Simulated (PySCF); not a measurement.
A calculated (UHF, PySCF 2.14, def2-TZVP, the non-relativistic Hamiltonian (point nucleus)) atom or ion has these occupied shells.

```tsv
shell	electrons	orbital energy (eV)	rms radius, mean of both spins (bohr)
1s	2	-891.75	0.183
2s	2	-52.484	0.983
2p	6	-23.105	1.11
```

Question: Name the element and its charge.

Answer: Ne (neon, neutral), in [Ne], closed-shell 1S.
